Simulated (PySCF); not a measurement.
**Spinor energies of Rh³⁶⁺ (rhodium, charge +36)**

Start: [He] 2s2 2p5; 2p1/2 filled at m_j = -1/2, +1/2; 2p3/2 filled at m_j = -1/2, +1/2, +3/2. Calculated with PySCF 2.14 in an uncontracted even-tempered set (17 s from 16 bohr⁻², ratio 2.4; 12 p from 20 bohr⁻², ratio 2.4; 5 d from 76 bohr⁻², ratio 2.6; 4 f from 110 bohr⁻², ratio 2.6): generalised Hartree-Fock with the X2C-1e Hamiltonian and a Gaussian nucleus; one run each with spin-orbit coupling (SO) switched off, then screened by Boettger's factors.

```csv
spinor shell,electrons,"ε, spin-free (eV)","ε, screened SO (eV)",weight of nominal j (screened SO),"rms radius, screened SO (bohr)"
1s1/2,2,-25682.2,-25678.4,1.000,0.0374
2s1/2,2,-5576.0,-5574.9,1.000,0.149
2p1/2,2,-5258.3,-5362.0,0.997,0.129
2p3/2,3,-5258.3,-5209.1,0.998,0.133
```

```json
{"quantity": "E (hartree)", "spin-free": "-3572.04980", "screened SO": "-3574.44458"}
{"quantity": "M_J", "spin-free": "3/2", "screened SO": "3/2"}
{"quantity": "⟨J²⟩", "spin-free": "3.750", "screened SO": "3.750"}
{"quantity": "⟨L²⟩", "spin-free": "2.000", "screened SO": "2.003"}
{"quantity": "⟨S²⟩", "spin-free": "0.750", "screened SO": "0.753"}
```

Each row is a mean over spinors that exchange with the open shell spreads, by up to 35.929 eV (2s1/2).

Breit and QED terms are absent; they matter most for the inner s and p1/2 levels.

Densities and radii are taken from the X2C orbitals without a picture-change correction, which distorts them close to the nucleus.

Without spin-orbit coupling the j labels of p, d and f shells carry no meaning; the spin-free column gives the mean over the occupied spinors of each nl shell.
